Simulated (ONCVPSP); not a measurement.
**Configuration tests for Ta (ONCV)**

```
Element                 : tantalum
Generator               : ONCVPSP 4.0.1
Type                    : optimised norm-conserving Vanderbilt (ONCV)
Functional              : BLYP
Relativity              : scalar-relativistic
Frozen core             : [Xe] 4f14
Valence charge          : 5
Reference configuration : 5d3 6s2
Partial waves           : 6s: rc 2.55 bohr, ncon 3, nbas 6, qcut 2.4 1/bohr, local; p scattering state at 0.06 Ha: rc 2.85 bohr, ncon 3, nbas 6, qcut 2.7 1/bohr, 3 projectors, debl 2.7 Ha; 5d: rc 2.55 bohr, ncon 3, nbas 7, qcut 6.1 1/bohr, 2 projectors, debl 2.8 Ha
Local potential         : the s channel
Core correction         : Teter function, fcfact 2, rcfact 1.8
```

In the p channel the program set the typed energies aside and used 0.050, 2.750, 5.450 Ha.

Energies are relative to the spin-unpolarised reference configuration 5d3 6s2; without spin polarisation the order of configurations can differ from experiment.

Give the all-electron excitation energy and the error of the potential for: 5d3 6s1; 5d3 6s0; 5d2 6s0; 5d2 6s2.

```csv
valence configuration,charge,ΔE all-electron (eV),error AE − PS (meV)
5d3 6s1,+1,8.394,-41
5d3 6s0,+2,23.446,-195
5d2 6s0,+3,47.038,-419
5d2 6s2,+1,7.546,-36
```

Levels in the configuration 5d3 6s0:

| level | all-electron (eV) | pseudo (eV) |
| --- | --- | --- |
| 5d | -18.301 | -18.450 |
